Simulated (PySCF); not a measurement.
# One molecule, several mistakes: BGeH5OSi

These are calculations, not measurements. The program is PySCF 2.14.0, an open-source quantum chemistry code, run on an isolated molecule that a program drew, which may never have been made. The molecule is BGeH5OSi (charge 0, singlet), drawn as the SMILES string `[BH2][Ge][SiH2]O`.

Each row is a Hartree-Fock (HF) and frozen-core CCSD(T) single point in the cc-pV(D+d)Z basis, meant for a local HF minimum. Run 1 is clean. Each other run has one planted mistake out of seven kinds, and not every kind appears here: one electron removed, one electron added, multiplicity raised by two, geometry at a saddle point, minimal basis STO-3G, one bond length entered in bohr, all coordinates scaled. The reference is restricted for singlets and unrestricted otherwise, and also for a bond in bohr. Adding or removing an electron swaps singlet and doublet. Electrons count all cores. HOMO and LUMO are orbital energies over both spins, the gradient is its largest component, and the lowest frequency (negative if imaginary) is given only where the gradient is small. Bond lengths are over the 8 bonds as drawn. T1 is the CCSD diagnostic: over 0.02 (restricted) or 0.045 (unrestricted) a single reference is doubtful. Germanium has the cc-pVDZ-PP basis, with a core potential (ECP10MDF) in place of its 10 inner electrons, and its 3s, 3p and 3d shells are frozen in CCSD(T).

Geometry of the clean run:
```xyz
9
BGeH5OSi, angstrom
B    -1.2256    1.9907    2.6766
Ge   -0.2419    1.1089    4.2558
Si    0.9931   -0.4590    2.8314
O     2.2455   -1.0708    3.7314
H    -2.2867    1.5839    2.2829
H    -0.7893    2.9908    2.1699
H     0.0498   -1.5405    2.4400
H     1.5348    0.1218    1.5763
H     2.8489   -1.6659    3.3110
```

```
run,electrons,basis functions,<S^2>,HOMO (eV),LUMO (eV),gradient (hartree/bohr),lowest frequency (cm^-1),mean bond (Å),longest bond (Å),T1,HF (hartree),CCSD(T) (hartree),mistake
1,64,99,0.000,-8.39,0.31,2.6e-05,27,1.5618,2.452,0.0177,-684.76138,-685.27145,no fault
2,64,99,2.026,-7.61,-0.25,2.4e-02,-,1.5618,2.452,0.0179,-684.73537,-685.22606,multiplicity raised by two
3,65,99,0.764,-1.26,6.57,2.9e-02,-,1.5618,2.452,0.0218,-684.77790,-685.30333,?
4,64,99,0.000,-8.38,0.34,9.7e-03,-,1.5462,2.427,0.0177,-684.76062,-685.26975,?
```

**Which mistake was planted in run 3, and what did it cost?**

It counts 65 electrons, one more than the clean run, at the same geometry and basis. So the mistake is: one electron added. Subtracting run 1 and multiplying by 627.51 kcal/mol a hartree, the energy moved by -10.4 kcal/mol in HF and -20.0 kcal/mol in CCSD(T).

**Which mistake was planted in run 4, and what did it cost?**

The mean and the longest bond both change by the same factor, 0.990, and the gradient is no longer small. So the mistake is: all coordinates scaled. Subtracting run 1 and multiplying by 627.51 kcal/mol a hartree, the energy moved by 0.5 kcal/mol in HF and 1.1 kcal/mol in CCSD(T).

